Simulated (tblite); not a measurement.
Species: C4H12NPSi2.
Z-matrix (Å and degrees, GFN2-xTB geometry), rows numbered from 1:
```
C 
C   1  1.3367
C   2  1.4554  1  119.62
N   3  1.2612  2  121.46  1   178.67
Si  4  1.7020  3  136.97  2  -173.93
P   5  2.2490  4  102.98  3   107.06
C   2  1.4862  1  123.71  3   177.65
Si  7  1.9139  2  110.93  1   -99.88
H   1  1.0771  2  121.70  3     0.57
H   1  1.0768  2  121.77  3  -179.29
H   3  1.0969  2  115.66  1    -1.40
H   5  1.4638  4  103.05  3  -134.87
H   5  1.4708  4  120.63  3   -11.06
H   6  1.3810  5   95.24  4    73.44
H   6  1.3825  5   93.43  4   166.08
H   7  1.0895  2  110.21  1    21.97
H   7  1.0891  2  108.87  1   140.91
H   8  1.4602  7  111.07  2   -52.31
H   8  1.4656  7  107.29  2  -173.75
H   8  1.4671  7  107.89  2    68.54
```

Computed with GFN2-xTB (tblite): harmonic, unscaled wavenumbers at the GFN2-xTB geometry, gas phase. Against measured fundamentals such values can be off by several per cent, at times by over 20. Modes of hydrogen on phosphorus and silicon can be 10 to 20 % off. One conformer, not necessarily the lowest.

Harmonic wavenumbers (cm⁻¹): 33.4, 50.7, 71.6, 89.2, 122.1, 128.8, 138.4, 176.3, 231.7, 270.8, 378.5, 455.1, 468.2, 495.7, 502.8, 515.3, 554.2, 569.0, 632.8, 661.7, 693.8, 719.5, 750.6, 769.8, 782.5, 788.7, 791.1, 809.2, 873.1, 876.8, 892.3, 930.9, 972.3, 1112.7, 1151.3, 1203.7, 1304.5, 1325.7, 1410.2, 1449.3, 1644.8, 1704.1, 2170.3, 2238.2, 2240.8, 2249.6, 2289.8, 2311.4, 2401.0, 2845.1, 2998.1, 3003.7, 3101.4, 3130.2.

A = 1641, B = 656.1, C = 514.7 MHz; mass 161.025 u (most abundant isotopes); point group C1, symmetry number 1.

Q: What is the zero-point energy?

A: Half the sum of the wavenumbers: 30241 cm⁻¹ = 86.46 kcal/mol.

Q: What is S at 500 K and 1 bar for an ideal gas of classical rigid rotors and harmonic oscillators?

A: Translation 43.73, rotation 32.28, vibration 67.84: S = 143.9 cal/(mol K).

Q: And Cp and H(500 K) − H(0)?

A: Cp = 67.37 cal/(mol K), of which vibrations give 59.42 (their classical limit is 54 R = 107.3); H(500 K) − H(0) = 20.54 kcal/mol without the zero-point energy, 16.56 from vibrations.

Q: What must be added to the electronic energy to get the Gibbs energy at 500 K and 1 bar?

A: ZPE + [H(500 K) − H(0)] − T·S = 86.46 + 20.54 − 71.93 = 35.07 kcal/mol.

Q: Blend soft modes into free rotors: weight 1/[1 + (100 cm⁻¹/ν̃)⁴] for the oscillator and the rest for a rotor with moment μB/(μ + B), μ = h/(8π²ν), B = 10⁻⁴⁴ kg m². What vibrational entropy results?

A: 61.41 cal/(mol K) in place of 67.84, which changes −T·S at 500 K by +3.21 kcal/mol.

Q: How do the functions run with temperature in this model?

A: 
```csv
T (K),S (cal/(mol K)),Cp (cal/(mol K)),H − H(0) (kcal/mol),G − H(0) (kcal/mol),ln q(vib)
150,87.9,29.4,2.91,-10.27,5.01
250,105.9,42.5,6.50,-19.98,8.74
298.15,113.9,48.5,8.70,-25.28,10.48
400,129.7,59.1,14.20,-37.70,14.07
600,156.7,74.0,27.62,-66.43,20.73
900,189.7,88.1,52.12,-118.58,29.70
```

q(vib) and H(0) count from the zero-point level.

Q: Which modes carry the vibrational entropy at 500 K?

A: 33.4 cm⁻¹: 6.64; 50.7 cm⁻¹: 5.81; 71.6 cm⁻¹: 5.13; 89.2 cm⁻¹: 4.70; 122.1 cm⁻¹: 4.08; 128.8 cm⁻¹: 3.97 cal/(mol K); the other 48 give 37.51 together.

Hindered rotation and anharmonicity are outside this model. Other conformers, if any are populated, would add a mixing term that is left out. The structure is chiral; the term R ln 2 for an equal mix with its mirror image is left out.

On one thread of an Arm Neoverse N1, shared host, this took 1.9 s wall. The figure is for the frequency step alone.
